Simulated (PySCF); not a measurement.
# Radial density of Te²⁺ (tellurium, charge +2)

PBE0, [Kr] 4d10 5s2 5p2, high-spin 3P determinant. All numbers are calculated (PySCF 2.14, scalar relativity by spin-free X2C-1e, in x2c-TZVPall (8s6p4d2f, 60 functions)).

```csv
r (bohr),4πr²ρ (e/bohr),4πr²(ρα − ρβ)
0.0254,64.35,0.0134
0.0427,59.09,0.0369
0.0718,82.87,0.0401
0.121,72.88,-0.0108
0.203,66.64,0.0715
0.342,52.84,0.0099
0.575,23.47,0.1955
0.967,19.69,-0.0238
1.63,4.638,0.8915
2.74,1.295,0.7520
4.60,0.06296,0.0530
7.74,0.0001749,0.0002
```

Densities and radii are taken from the X2C orbitals without a picture-change correction, which distorts them close to the nucleus.

Where is the radial spin density 4πr²(ρα − ρβ) most negative, and why is it negative at all?

Around r = 0.967 bohr, down to -0.0238 e/bohr: exchange with the open shell polarises the paired shells in an unrestricted calculation.
